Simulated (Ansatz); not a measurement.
`[F][In]([SH])[SH]`, 6 atoms. Charge 0, multiplicity 1. Correlated methods include outer-core shells of In, which these sets cover unevenly. In takes the def2 core potential. All runs use 4 threads of an Arm Neoverse V2 on a shared host. Correlated methods freeze the cores.

(1) How many basis functions does each run have, and how long does it take in Ansatz? RKS PBE0-D4/def2-TZVP relaxation (6 steps); RKS ωB97M-V/def2-QZVPP energy; RKS r2SCANh-D4/def2-TZVPP energy; RKS PBE0-D4/def2-TZVP frequencies; RHF-CCSD(T)/def2-TZVPP energy; RKS ωB97M-V/def2-SVP energy; RKS PBE0-D4/def2-SVP energy; RHF-CCSD(T)/def2-SVP energy; RHF-MP2/def2-QZVPP energy; RKS SPW92 (LDA)/def2-TZVPP energy; RKS PBE0-D4/def2-QZVPP energy; RKS PBE-QIDH (frozen core)/def2-TZVPP energy. (An estimate is asked.)

Answers

(1) Computed: Other jobs shared the machine, so times are rough.

```tsv
level	job	functions	wall time	peak host memory (GiB)
RKS PBE0-D4/def2-SVP	energy	86	0.8 s	0.38
RKS SPW92 (LDA)/def2-TZVPP	energy	193	0.8 s	0.24
RHF-CCSD(T)/def2-SVP	energy	86	1.9 s	0.38
RKS PBE-QIDH (frozen core)/def2-TZVPP	energy	193	3.5 s	0.44
RKS r2SCANh-D4/def2-TZVPP	energy	193	3.7 s	0.48
RKS ωB97M-V/def2-SVP	energy	86	3.8 s	0.38
RKS PBE0-D4/def2-QZVPP	energy	339	4.2 s	1.1
RHF-MP2/def2-QZVPP	energy	339	7.5 s	1.2
RKS ωB97M-V/def2-QZVPP	energy	339	12 s	1.3
RKS PBE0-D4/def2-TZVP	relaxation (6 steps)	167	16 s	0.44
RHF-CCSD(T)/def2-TZVPP	energy	193	53 s	2.3
RKS PBE0-D4/def2-TZVP	frequencies	167	57 s	0.44
```
